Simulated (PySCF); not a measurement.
Task: Write Cartesian coordinates for `[C@@H]1([Si@](CC1)(C(=C)C)OC)F` as optimised with PBE0-D3(BJ)/def2-SVP.

Result: 
```
atom  x, y, z in Å
C1     2.3375   -0.6807    0.6439
C2     1.4290   -0.2216   -0.2296
C3     1.7325   -0.0339   -1.6887
Si4   -0.2873    0.1840    0.4045
O5    -0.5467   -0.4906    1.9021
C6    -0.6435   -1.8599    2.1890
C7    -0.8671    1.9674    0.2140
C8    -1.4439    1.5639   -1.1680
C9    -1.6372    0.0505   -0.9453
F10   -1.4934   -0.7241   -2.0750
H11    3.3552   -0.9446    0.3291
H12    2.1045   -0.8028    1.7064
H13    0.9946   -0.5602   -2.3146
H14    1.6776    1.0316   -1.9706
H15    2.7402   -0.3959   -1.9452
H16   -1.5835   -2.2900    1.7993
H17    0.1975   -2.4377    1.7661
H18   -0.6358   -1.9936    3.2814
H19   -1.6657    2.1960    0.9370
H20   -0.1498    2.7989    0.2114
H21   -0.6859    1.6968   -1.9570
H22   -2.3465    2.1110   -1.4855
H23   -2.6353   -0.1475   -0.5131
```

Orientation and origin are arbitrary. Atoms count from 1 in this order. Of the pairs four or more bonds apart, F10···H13 is among the closest relative to their van der Waals radii: 2.50 Å, 94 % of the sum of Bondi's values. Si4 (oxygen-bound silicon) has angles from 77.2° to 119.8°. The C–Si distances run from 1.874 Å (C2–Si4, drawn single) to 1.914 Å (Si4–C9, drawn single), a spread of 0.040 Å. The 4 C–C bonds span 1.341 Å (C1=C2, drawn double) to 1.551 Å (C7–C8, drawn single), a spread of 0.210 Å.

Bonds between heavy atoms (Å): C1=C2 1.341, C2–C3 1.502, C2–Si4 1.874, Si4–O5 1.663, O5–C6 1.402, Si4–C7 1.885, C7–C8 1.551, C8–C9 1.542, C9–F10 1.377, Si4–C9 1.914.

The calculation used PySCF 2.14.0, PBE0-D3(BJ)/def2-SVP geometry optimisation, gas phase.

Point group: C1 (no symmetry element, even within 0.4 Å). Whether it is a minimum is left open (no frequencies). The numbers are those of one conformer (C1–C2–Si4–O5 -16°, C2–Si4–O5–C6 -67°, C2–Si4–C7–C8 90°, Si4–C7–C8–C9 24°, C7–C8–C9–F10 -149°, C2–Si4–C9–C8 -94°).
